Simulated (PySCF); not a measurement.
C6H5F3Se.
Numbering: `[CH3:1][c:2]1[cH:3][se:4][c:5]([C:6]([F:7])([F:8])[F:9])[cH:10]1` (hydrogens: H11, H12, H13 on C1; H14 on C3; H15 on C10)

Linear response at wB97X-D/def2-SVPD (PySCF, frozen core in the response, non-relativistic). Isolated species at its PBE0-D3(BJ)/def2-SVP geometry, gas phase. Relativistic effects, spin–orbit coupling among them, are left out although an element past zinc is present.

Static isotropic polarisability: 95.84 au (14.20 Å³), principal values 67.2, 102.6, 117.7 au.

What is the polarisability at 1064 nm and at the sodium D line?

96.86 au at 1064 nm (+1.1 %), 99.37 au at 589.3 nm (+3.7 %). The rise at 589.3 nm is 3.45 times that at 1064 nm; a pure ω² law gives 3.26. The lowest singlet lies at 241 nm, shorter than both wavelengths.

What is the isotropic C6 coefficient between two such molecules, C6 = (3/π)∫α(iω)² dω?

3712 au (Eh·bohr⁶) by a ten-point quadrature over imaginary frequencies, which is 2220 eV·Å⁶ or 214 J·nm⁶/mol.

Which effective excitation energy ω̄ makes London's formula C6 = (3/4)α²ω̄ exact here?

ω̄ = 4·C6/(3α²) = 0.539 Eh = 14.7 eV. A one-pole form α(ω) = α/(1 − ω²/ω̄²) fitted to the 1064 nm value gives 11.3 eV.

The lowest 6 singlets have (eV, f): 5.15, 0.110; 5.48, 0.000; 5.54, 0.109; 5.92, 0.001; 6.96, 0.018; 7.01, 0.016. What share of the static polarisability do they carry in the sum over states α = Σ f/ω²?

6.25 au, 6.5 % of α; the largest term, 3.08 au, is that of the state at 5.15 eV. Their oscillator strengths add up to 0.25. Higher states carry the rest.

What does −C6/R⁶ come to at R = 10 Å between centres?

-210 J/mol. This is the leading, orientation-averaged term; C8 and higher terms are left out.

How anisotropic is the static polarisability, by Δα² = ½[(α1 − α2)² + (α2 − α3)² + (α3 − α1)²]?

Δα = 44.9 au, or 0.47 of the isotropic value.

Conformer computed: `[CH3:1][c:2]1[cH:3][se:4][c:5]([C:6]([F:7])([F:8])[F:9])[cH:10]1`: Se4–C5–C6–F7 112°.

wB97X-D is run here without its empirical dispersion term; that term would change no orbital, density or response property at a fixed geometry.
